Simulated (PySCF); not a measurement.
Cartesian coordinates (Å):
```xyz
10

W     -0.1263    -0.0276     0.0598
Cl    -2.2514     0.0019     0.9792
Cl    -0.7174     0.5831    -2.1227
Cl    -0.3793    -2.3160    -0.0467
Cl     0.0645     2.1950     0.6829
Cl     2.0203    -0.2067    -0.9006
C      1.0849    -0.3294     1.8311
H      1.8356     0.4580     2.0174
H      1.5726    -1.3214     1.8288
H      0.3155    -0.2962     2.6385
```
Charge 0, spin multiplicity 1.

Q: What LUMO, HOMO and charge on the central atom (Mulliken) does PBE-D3(BJ)/def2-TZVP // PBE-D3(BJ)/def2-SVP (PySCF 2.14.0) give?

A: 
The LUMO is -5.47 eV and the HOMO is -7.08 eV. The charge on the central atom (Mulliken) is 0.86 e.
